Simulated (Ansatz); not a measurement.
`CCB1CC1` + `[AlH3]` → `[AlH2][B]1CC1` + ethane  (formal exchange of groups at a B–C bond)

Program: Ansatz. Geometries: PBE0-D4/def2-TZVP. ΔE: electronic, gas phase. CCSD(T)/CBS adds triple-zeta CCSD(T) − MP2 to the extrapolated MP2 energy (def2 sets, frozen cores). This one scheme is used for every species. DFT in def2-TZVPP. B3LYP here is the variant with VWN-RPA as its local correlation; programs differ in this. Each species was taken in one conformer, which may not be the lowest.

Question: Is it downhill or uphill in electronic energy at CCSD(T)/CBS, and by how much? (An estimate is asked.)

Answer: The calculation gave: Downhill: ΔE = -0.07 eV.

Question: What do these levels give: B2PLYP, PBE, r2SCAN, B3LYP, SCS-MP2/def2-TZVPP, MP2/def2-QZVPP? (Estimate.)

Answer: The calculation gave: B2PLYP -0.06, PBE -0.16, r2SCAN -0.12, B3LYP -0.10, SCS-MP2/def2-TZVPP -0.02, MP2/def2-QZVPP 0.00 eV.

Largest T1 diagnostic among the species: 0.011.

From PBE to PBE0 (25 % exact exchange), in def2-TZVPP and without D4, ΔE moves by +0.04 eV. The D4 term adds +0.04 eV with B3LYP and +0.03 eV with PBE0; it sums over pairs of atoms, weighted by their polarisabilities, and B3LYP, whose exchange is more repulsive, gets the larger term.
